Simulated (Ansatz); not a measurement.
# GaCl3 (gallium trichloride (monomer)): the energy, rung by rung

GaCl3 has 4 atoms, charge 0, and is taken as a singlet. As SMILES, `[Cl][Ga]([Cl])[Cl]`. Geometry: optimised at B3LYP/def2-SVP.

```
atom    x (Å)    y (Å)    z (Å)
  Cl   0.8771   0.3761   1.9105
  Ga   0.0138  -0.0151  -0.0051
  Cl  -0.0916  -2.0191  -0.7405
  Cl  -0.7438   1.5977  -1.1853
```

Quantity: the adiabatic ionisation energy (to the doublet cation, shapes relaxed at B3LYP/def2-SVP, no zero-point term), in eV. The values are calculated.

| level | kind | program | value (eV) | less CCSD(T)/def2-SVP | CPU time (all runs) |
| --- | --- | --- | --- | --- | --- |
| SVWN5/def2-SVP | LDA | Ansatz | 10.92 | -0.09 | 5.5 s |
| PBE/def2-SVP | GGA | Ansatz | 10.77 | -0.24 | 11 s |
| r2SCAN/def2-SVP | meta-GGA | Ansatz | 11.11 | +0.10 | 24 s |
| B3LYP/def2-SVP | global hybrid | Ansatz | 11.05 | +0.04 | 9.5 s |
| CAM-B3LYP/def2-SVP | range-separated hybrid | Ansatz | 11.26 | +0.25 | 11 s |
| wB97M-V/def2-SVP | range-separated hybrid | Ansatz | 11.30 | +0.29 | 42 s |
| RPA@PBE/def2-SVP | RPA | Ansatz | 10.66 | -0.35 | 18 s |
| CCSD(T)/def2-SVP | coupled cluster or CI | Ansatz | 11.01 | 0.00 | 34 s |

CCSD(T)/def2-SVP is the highest level here, not the true value. All-electron rows without a relativistic Hamiltonian named are non-relativistic. The values span 10.66 to 11.30 eV. In the correlated wave-function rows the outer d shell of Ga is correlated, in sets not made for it. CPU times are rough (shared hosts, several kinds of processor): they show what a rung costs within a factor of a few.
